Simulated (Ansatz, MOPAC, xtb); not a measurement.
Dimer: C2H6 (SMILES CC) (first 8 atoms) with CH4S (SMILES CS); geometry from B3LYP-D3(BJ)/def2-TZVP.
(charge 0, multiplicity 1):
```xyz
14

C     -0.52662     0.55892     0.23314
C      0.54677    -0.52324     0.16284
H     -1.27739     0.42072    -0.54717
H     -0.09607     1.55381     0.10067
H     -1.04303     0.54068     1.19448
H      0.11665    -1.51697     0.30424
H      1.30963    -0.38017     0.93140
H      1.05494    -0.52026    -0.80340
C      0.84050     0.87349     3.80127
S     -0.31620    -0.51587     4.02733
H      0.71253     1.33833     2.82620
H      0.59503     1.60107     4.57295
H      1.87169     0.55429     3.93598
H      0.15070    -1.28211     3.02898
```

Counterpoise-corrected where a basis set is named; no monomer relaxation.

The state that PM6 reach isn't checked.

The values were computed with Ansatz (an electronic-structure program) with Gaussian orbitals; MOPAC for PM6 (differences of heats of formation); xtb for the GFN methods. Values without a source in brackets are computed.

Q: One of these levels gives -1.06 kcal/mol for the interaction energy. Name it.
(A) PM6
(B) SVWN5/def2-TZVPPD
(C) GFN1-xTB
(D) GFN2-xTB

A: C, GFN1-xTB. The others give -0.34 (PM6), -1.40 (GFN2-xTB), -3.09 (SVWN5/def2-TZVPPD)
